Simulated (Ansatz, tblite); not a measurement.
Forces on Na₆Cu⁻ at its B3LYP-D4/def2-SVPD geometry. Total charge -1; singlet.

The xTB rows come from tblite. The restricted singlet is unstable towards broken spin symmetry in Hartree–Fock (as tested in another run); at PBE-D4/def2-TZVPD this wasn't settled. No other spin state of charge -1 was run. The structure comes from a short search, and lower isomers may exist.

GFN1-xTB (tblite), largest force 0.05 eV/Å:

```xyz
7
positions Å, forces eV/Å
Cu   -0.009    0.000   -0.009   -0.003    0.001    0.000
Na    0.062   -1.415    2.316    0.001    0.025   -0.038
Na   -0.095   -2.343   -1.382    0.002    0.037    0.022
Na    0.134    2.318    1.411   -0.001   -0.039   -0.023
Na    2.711   -0.040   -0.121   -0.046    0.000    0.004
Na   -2.722    0.093    0.128    0.044   -0.003   -0.001
Na   -0.081    1.387   -2.344    0.003   -0.021    0.038
```

GFN2-xTB (tblite), largest force 0.21 eV/Å:

```
Cu -0.009 0.001 -0.006
Na 0.005 -0.106 0.169
Na -0.003 -0.180 -0.100
Na 0.018 0.168 0.109
Na 0.200 0.004 -0.005
Na -0.204 0.011 0.011
Na -0.006 0.102 -0.179
```

PBE-D4/def2-TZVPD (Ansatz), largest force 0.00 eV/Å:

```
Cu 0.002 0.001 0.004
Na 0.001 0.003 0.000
Na -0.003 -0.001 -0.003
Na 0.000 0.000 -0.002
Na -0.002 -0.001 0.001
Na 0.000 -0.004 -0.001
Na 0.001 0.002 0.000
```
